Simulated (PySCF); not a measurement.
ClGe₂H₅.
Atom-mapped SMILES: `[Cl:1][GeH2:2][GeH3:3]` (hydrogens: H4, H5 on Ge2; H6, H7, H8 on Ge3)

A GFN2-xTB structure was refined with PBE0-D3(BJ)/def2-SVP geometry optimisation, gas phase in PySCF. Its GFN2-xTB values:

| coordinate | GFN2-xTB |
| --- | --- |
| Cl1–Ge2 | 2.100 Å |
| Ge2–Ge3 | 2.391 Å |
| Ge2–H4 | 1.521 Å |
| Ge3–H6 | 1.498 Å |
| Cl1–Ge2–Ge3 | 111.7° |
| Cl1–Ge2–H4 | 106.1° |
| Cl1–Ge2–H5 | 106.1° |
| Ge2–Ge3–H6 | 113.1° |
| Ge3–Ge2–H4 | 113.7° |
| H4–Ge2–H5 | 104.7° |
| H6–Ge3–H7 | 105.6° |

Question: How do these coordinates change at the PBE0-D3(BJ)/def2-SVP level?

Answer: 
| coordinate | PBE0-D3(BJ)/def2-SVP (Å or °) | change |
| --- | --- | --- |
| Cl1–Ge2 | 2.175 | +0.075 |
| Ge3–H6 | 1.537 | +0.039 |
| Ge2–Ge3 | 2.421 | +0.030 |
| Ge2–H4 | 1.539 | +0.018 |
| H4–Ge2–H5 | 110.0 | +5.3 |
| Cl1–Ge2–Ge3 | 106.5 | -5.2 |
| H6–Ge3–H7 | 109.7 | +4.1 |
| Ge2–Ge3–H6 | 109.1 | -4.0 |
| Cl1–Ge2–H4 | 106.6 | +0.5 |
| Ge3–Ge2–H4 | 113.5 | -0.2 |
| Cl1–Ge2–H5 | 106.3 | +0.2 |

The energy falls by 0.160 eV over 8 energy and gradient evaluations, the largest force component goes from 0.0230 to 2.5e-04 Eh/bohr, and the atoms move by 0.085 Å rms after alignment. The bond that changes most is Cl1–Ge2 (ends: chlorine bonded to Ge; germanium bonded to Cl, Ge and 2 H), which lengthens by 0.075 Å. Bonds longer at the end by more than 0.005 Å: 7 of 7; shorter: 0. Rotational constants go from 6672, 1301, 1117 to 5712, 1325, 1105 MHz.

The run used 107 basis functions and 43 SCF cycles in all. On an Arm Neoverse V1 with one thread, no GPU (shared host), this took 43 s.

Stationary, but not proved a minimum.
